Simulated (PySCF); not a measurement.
# Working out the excitation energy of Ne²⁺

Ne²⁺ [He] 2s2 2p4 (3P) → Ne²⁺ [He] 2s2 2p3 3d1 (5D). Computed with PySCF 2.14 in aug-cc-pwCVDZ (5s4p2d, 27 functions), with no relativity, point nucleus. Frozen: nothing. Energies in hartree (1 hartree = 27.21139 eV):

```csv
part,Ne²⁺ (lower),Ne²⁺ (upper)
UHF,-126.322715,-124.086315
MP2 opposite-spin,-0.106547,-0.084597
MP2 same-spin,-0.031681,-0.027546
```

Question: What does Hartree-Fock give?

Answer: (-124.086315) − (-126.322715) = 2.236400 hartree = 60.856 eV.

Question: What do MP2 and SCS-MP2 (6/5 opposite-spin, 1/3 same-spin) give?

Answer: The opposite-spin parts differ by 0.597 eV and the same-spin parts by 0.113 eV. MP2: 60.856 + (0.597) + (0.113) = 61.566 eV. SCS-MP2: 60.856 + 1.2 × (0.597) + (0.113)/3 = 61.610 eV.

A double-zeta basis recovers only part of the correlation energy.
